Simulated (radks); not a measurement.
Spherical quantum dot in the effective-mass picture: electrons in a hard-walled sphere of radius 7.74, all in effective atomic units (hartree* = m*/eps^2 hartree, bohr* = eps/m* bohr), one dielectric constant everywhere. Method: non-relativistic Kohn-Sham, PBEsol, spin-polarised, spherical densities; computed with a radial shooting solver with Libxc functionals. Levels are named by radial order and angular momentum (1s, 1p, 1d, 2s, ...), and open shells are averaged over m. Results are scaled to m* = 0.068 and eps = 6.6, for which hartree* = 42.48 meV and bohr* = 5.136 nm.

N = 8, configuration 1s2 1p6. This is the lowest configuration that the search found. Occupied and some empty levels:

| level | occupation | eigenvalue (meV) | <r> (nm) |
|---|---|---|---|
| 1s | 2 | 56.225 | 26.27 |
| 1p | 6 | 58.158 | 27.34 |
| 1d | 0 | 61.484 | 28.28 |
| 1f | 0 | 66.006 | 29.08 |
| 2s | 0 | 69.333 | 18.22 |

Energy (meV): total 242.611, kinetic 63.899, external 0, Hartree 235.79, exchange-correlation -57.080.
